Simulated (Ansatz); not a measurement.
Pulling on the O3–H4 bond in FGeHO (SMILES [OH][Ge][F]) (multiplicity 1 held, fragments rigid). Energies count from the point at 0.965 Å.
Geometry at that point (charge 0, multiplicity 1):
| atom | x (Å) | y (Å) | z (Å) |
|---|---|---|---|
| Ge | 0.1077 | -0.0493 | 0.4077 |
| F | 0.2474 | 1.3715 | -0.6247 |
| O | -0.6085 | -1.0965 | -0.8575 |
| H | -0.8059 | -1.9945 | -0.5656 |

Unrestricted levels (U-) break spin symmetry where that is lower. Active spaces are followed from a long bond inwards. Levels need not reach the same state.

Cores are frozen in the correlated methods. Filled d and f shells under p-block atoms count as core.

Programs: Ansatz (an electronic-structure program). Values without a source in brackets are computed.

What energy at R = 3.087 Å does U-HF/cc-pVDZ give?

84.4 kcal/mol

Predict the energy at R = 3.087 Å from FIC-MRCISD+Q on CASSCF(4,3)/cc-pVDZ.

113.2 kcal/mol

Doubts at one or more of the structures used: a spin-contaminated determinant (U-HF/cc-pVDZ); active orbitals that take no part (FIC-MRCISD+Q on CASSCF(4,3)/cc-pVDZ).
